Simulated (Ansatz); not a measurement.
Total energies of AlH8NOSi2, SMILES `[AlH2][NH][SiH2]O[SiH3]`.

```xyz
13

Al    2.699   -0.173    1.076
N     1.149   -0.833    0.480
Si    0.276   -0.404   -0.932
O    -0.956    0.633   -0.641
Si   -2.508    0.821   -0.176
H     3.275   -0.762    2.427
H     3.400    0.952    0.217
H     0.713   -1.546    1.051
H     1.216    0.286   -1.845
H    -0.305   -1.622   -1.558
H    -3.290   -0.412   -0.464
H    -3.098    1.963   -0.917
H    -2.570    1.097    1.283
```

The species carries charge 0 and has multiplicity 1. Geometry: relaxed with PBE0-D4/def2-TZVP. It is one conformer, not always the lowest. Basis def2-TZVPP, Ansatz 0.2.0.

RPA on PBE orbitals: Hartree–Fock energy of these orbitals -953.92970 Eh, correlation -1.35168 Eh (frozen core).

```csv
functional,energy without D4 (Eh),D4 term (kJ/mol)
LDA (SPW92),-951.99673,–
PBE,-955.81361,-29.5
B97M-V,-956.19347,–
PBE0,-955.90809,-25.3
r2SCANh,-956.26165,-8.1
r2SCAN0,-956.24548,-9.0
BHLYP,-956.36681,-38.7
LC-ωPBE,-956.08199,–
B2PLYP,-955.97554,–
PBE-QIDH,-955.64253,–
```

Give the same for revPBE, BLYP, r2SCAN, B3LYP, HSE06 (plane-wave form), CAM-B3LYP, ωB97X-V, ωB97M-V. (Estimate.)

Computed: 
| functional | energy without D4 (Eh) | D4 term (kJ/mol) |
| --- | --- | --- |
| revPBE | -956.18841 | -81.8 |
| BLYP | -956.37756 | -63.3 |
| r2SCAN | -956.27326 | -7.5 |
| B3LYP | -956.50015 | -47.6 |
| HSE06 (plane-wave form) | -955.88184 | -23.8 |
| CAM-B3LYP | -956.39937 | -26.1 |
| ωB97X-V | -956.25253 | – |
| ωB97M-V | -956.30996 | – |

B3LYP takes the VWN-RPA correlation (the form of Gaussian; ORCA's B3LYP/G). HSE06 is the plane-wave form, built on full-range PBE exchange. The double hybrids freeze the cores in their second-order part.

LC-ωPBE has ω = 0.4 bohr⁻¹.
